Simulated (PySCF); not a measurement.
BClH, SMILES [BH]Cl (connectivity only; charge and spin as stated), charge +1, multiplicity 1. Atoms are numbered in the order given.

```xyz
3

B      0.0000     0.0000     1.1303
Cl     0.0000     0.0000    -0.4685
H      0.0000     0.0000     2.3124
```
Charge +1, spin multiplicity 1.

Geometry optimised at PBE-D3(BJ)/def2-TZVPD. The spin state was assumed, not searched. The isomer is the one that the SMILES or the coordinates give; other isomers of the formula were not compared.

Level of theory: PySCF with PBE-D3(BJ)/def2-TZVPD.

Frequencies are harmonic and unscaled.

Modes within 1.5 cm⁻¹ of each other (mostly degenerate sets) share a row, with their intensities summed.

```tsv
mode	ν (cm⁻¹)	IR (km/mol)	moving atoms (share of kinetic energy)
1–2	689	14.1	H 77 %, B 22 %
3	1115	154.5	B 65 %, Cl 25 %, H 10 %
4	2785	15.7	H 88 %, B 12 %
```
